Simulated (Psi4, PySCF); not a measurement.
Here is a job for Psi4.
```
memory 2 GB

molecule mol {
0 1
  O     1.581176   -0.848217    0.389000
  C     0.943471    0.232157   -0.010556
  O     1.424852    1.275906   -0.320080
  C    -0.590699   -0.048204   -0.025323
  F    -1.028069   -0.384854    1.192194
  F    -1.276336    1.018490   -0.423723
  F    -0.885622   -1.056682   -0.851740
  H     2.545399   -0.717810    0.413335
}

set basis sto-3g
set reference rhf
set freeze_core true
set mp2_type conv
set scf_type pk
set puream true
set d_convergence 1e-8

energy('ccsd(t)')
print_variables()
```

### Question
Write the same job for PySCF.

### Answer
This is not unique; one that fits is 
```python
from pyscf import gto, scf, cc

mol = gto.Mole()
mol.atom = '''
    O     1.581176   -0.848217    0.389000
    C     0.943471    0.232157   -0.010556
    O     1.424852    1.275906   -0.320080
    C    -0.590699   -0.048204   -0.025323
    F    -1.028069   -0.384854    1.192194
    F    -1.276336    1.018490   -0.423723
    F    -0.885622   -1.056682   -0.851740
    H     2.545399   -0.717810    0.413335
'''
mol.basis = 'sto-3g'
mol.charge = 0
mol.spin = 0
mol.verbose = 4
mol.build()

mf = scf.RHF(mol)
mf.kernel()

mycc = cc.CCSD(mf, frozen=7)
mycc.kernel()
et = mycc.ccsd_t()
print('E(CCSD(T)) = %.10f' % (mycc.e_tot + et))
```

Both were run: Psi4 gave -517.461754 Eh and PySCF -517.461754 Eh, 0.000 mEh apart.
